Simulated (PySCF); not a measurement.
Vertical excitations of a molecule C2H6FNSi2 from PySCF 2.14.0 with TDA-PBE0/def2-SVPD, as energy in eV (oscillator strength): 4.61 (0.001), 5.46 (0.017), 5.73 (0.008), 6.34 (0.015), 6.49 (0.023), 6.66 (0.031), 6.69 (0.014), 6.80 (0.007), 7.03 (0.040), 7.25 (0.131). Lowest triplet (TDA): 4.16 eV. Geometry: B3LYP-D3(BJ)/def2-SVP. Other conformers were not sampled.

Q: Pick the molecule that these values belong to.
A. N[Si@@H]1C=C[Si@@H]1F
B. C[Si@]1(F)C=N[SiH2]1
C. N#CC[SiH2][SiH2]F
D. C#C[Si@H](F)N[SiH3]

A: A, N[Si@@H]1C=C[Si@@H]1F
